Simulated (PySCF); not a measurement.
Species: C7H6O.
Atom-mapped SMILES: `[CH:1]#[C:2][CH2:3][c:4]1[cH:5][cH:6][cH:7][o:8]1` (hydrogens: H9 on C1; H10, H11 on C3; H12 on C5; H13 on C6; H14 on C7)

Torsions of this conformer, `[CH:1]#[C:2][CH2:3][c:4]1[cH:5][cH:6][cH:7][o:8]1`: C2–C3–C4–C5 64°.

The closed-shell ground state was solved at several levels (PySCF, density fitting, gas phase, non-relativistic). One conformer (not necessarily the lowest) at the PBE0-D3(BJ)/def2-SVP geometry, without solvent, vibrations or thermal averaging.

```
         level  basis functions  total energy (Eh)  HOMO (eV)  LUMO (eV)  gap (eV)  dipole (D)
 PBE0/pcSseg-1              166          -345.0341      -6.56       0.19      6.75        0.63
   B3LYP/pcJ-1              276          -345.4942      -6.33      -0.03      6.30        0.66
B97-2/pcSseg-1              166          -345.3155      -6.32       0.13      6.45        0.64
```

**Question.** What might wB97X-D/def2-SVPD (211 basis functions) give for the same quantities?

**Answer.** Total energy -345.1186 Eh, HOMO -8.37 eV, LUMO 1.87 eV, gap 10.24 eV, dipole 0.63 D.

**Question.** Over all these levels, which gives the widest orbital gap and which the narrowest?

**Answer.** wB97X-D/def2-SVPD (range-separated hybrid) has the widest, 10.24 eV, and B3LYP/pcJ-1 (global hybrid, 20 % exact exchange) the narrowest, 6.30 eV. Functional and basis both differ between the two, so the spread mixes both effects.

**Question.** How far do the dipole and the HOMO energy spread over the levels?

**Answer.** The dipole runs from 0.63 to 0.66 D (mean 0.64 D) and the HOMO from -8.37 to -6.32 eV.

wB97X-D is run here without its empirical dispersion term; that term would change no orbital, density or response property at a fixed geometry.
